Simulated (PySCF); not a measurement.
**From computed data to an observable: oscillator strength and radiative lifetime**

Ge(H)(Cl)2(Me) (CH₄Cl₂Ge), SMILES [CH3][GeH]([Cl])[Cl].

Geometry optimised at PBE0-D3(BJ)/def2-SVP.

TDA-PBE/def2-SVPD (PySCF) puts the first singlet state with f over 0.02 at 6.14 eV (vertical), with the transition dipole (0.374, 0.201, 0.000) in atomic units.

### Question
Find the oscillator strength, the wavelength and the radiative lifetime that this transition would have in vacuum if emission retraced absorption.

### Answer

|μ|² = 0.1803 au, so |μ| = 1.08 D. ΔE = 6.14/27.211 = 0.2256 hartree. f = (2/3) ΔE |μ|² = 0.027 (the program prints 0.027).
λ = 1239.84/6.14 = 202 nm; ν = 49522 cm⁻¹.
Einstein's coefficient A = 0.6670 ν² f s⁻¹ (ν in cm⁻¹) = 4.4e7 s⁻¹, so τ = 1/A = 23 ns. This state is S1. The figure is the radiative limit of this one transition; relaxation, internal conversion, crossing to triplets and a medium change what is measured.
